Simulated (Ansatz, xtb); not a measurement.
# Two isomers of C4H5N3O

Structure I is `Nc1c[nH]nc1C=O`, a singlet and structure II is `OCc1ncncn1`, a singlet. Both are isolated molecules in the gas phase, relaxed with r2SCAN-D4/def2-SVP; the shapes shown needn't be the lowest conformers.

I (Å):

```xyz
13

C    -1.1805    1.0796   -0.2486
C    -2.0159    0.0739   -0.7309
C     0.1000    0.4400   -0.1426
C     1.3129    1.0449    0.3642
N    -1.4281    2.3954    0.0258
N    -1.2128   -1.0331   -0.8747
N     0.0450   -0.8506   -0.5373
O     1.3700    2.2019    0.7615
H    -0.6762    2.8593    0.5306
H    -2.3730    2.6648    0.2660
H    -3.0743    0.0548   -0.9816
H    -1.5072   -1.9448   -1.2091
H     2.2081    0.3722    0.3809
```

II (Å):

```xyz
13

C    -0.9615    1.4807    1.4730
C    -0.6609    0.7384    0.2025
C     0.1298   -1.0524   -0.8977
C    -0.7098    0.6773   -2.0530
N    -0.0977   -0.4739    0.2788
N    -0.1525   -0.5305   -2.0981
N    -0.9869    1.3587   -0.9380
O    -1.5389    2.7241    1.2508
H    -1.6139    2.8072    0.2822
H    -0.0082    1.5584    2.0375
H    -1.6114    0.8219    2.0875
H     0.5913   -2.0490   -0.8847
H    -0.9634    1.1548   -3.0091
```

Problem. Which of the two would you expect CCSD(T)/def2-SVP + ΔMP2/def2-TZVPP electronic energies to favour?

Solution. Structure II; the calculation gives E(II) − E(I) = −11.5 kcal/mol.

How the difference moves with the method:

```
                             level            geometry  E(II) − E(I) (kcal/mol)  departure from the last row (kcal/mol)  job, with rough time for the two
                          GFN2-xTB            GFN2-xTB                     −13.4                                    −1.9              optimisation, 0.15 s
                         HF/STO-3G            GFN2-xTB                     −21.1                                    −9.6              single point, 0.38 s
      r2SCAN-D4/def2-SVP//GFN2-xTB            GFN2-xTB                      −1.8                                    +9.7               single point, 3.8 s
                r2SCAN-D4/def2-SVP  r2SCAN-D4/def2-SVP                      −1.9                                    +9.6                optimisation, 29 s
                       HF/def2-SVP  r2SCAN-D4/def2-SVP                     −21.0                                    −9.5           part of the CCSD(T) run
                      MP2/def2-SVP  r2SCAN-D4/def2-SVP                      −3.0                                    +8.5           part of the CCSD(T) run
                  CCSD(T)/def2-SVP  r2SCAN-D4/def2-SVP                      −8.9                                    +2.6                      single point
CCSD(T)/def2-SVP + ΔMP2/def2-TZVPP  r2SCAN-D4/def2-SVP                     −11.5                                                        single point, 82 s
```

As drawn, II has 1 C–O, 4 C∷N, 1 O–H, 2 C–H in place of 1 C–N, 2 C∷C, 1 N∷N, 1 C=O, 3 N–H (∷ is an aromatic bond). Structure I has a 5-membered ring (with an aromatic ring), II a 6-membered ring (with an aromatic ring).

None of the levels shown reverses the order. The largest departure from CCSD(T)/def2-SVP + ΔMP2/def2-TZVPP is that of r2SCAN-D4/def2-SVP//GFN2-xTB, 9.7 kcal/mol. The last row adds to CCSD(T) the change of the MP2 difference between the two basis sets, here −2.6 kcal/mol.

With thermal terms from frequencies at re-optimised GFN2-xTB minima (ideal gas, soft modes damped towards free rotors, one conformer each, 298.15 K, 1 atm): the zero-point term adds −0.7 kcal/mol; ΔH is −12.1 and ΔG −12.6 kcal/mol.

The correlated steps freeze 8 core orbitals. Codes used: Ansatz 0.2.0, xtb 6.7.1; the last row on 4 threads of Arm Neoverse V1 on a shared host.
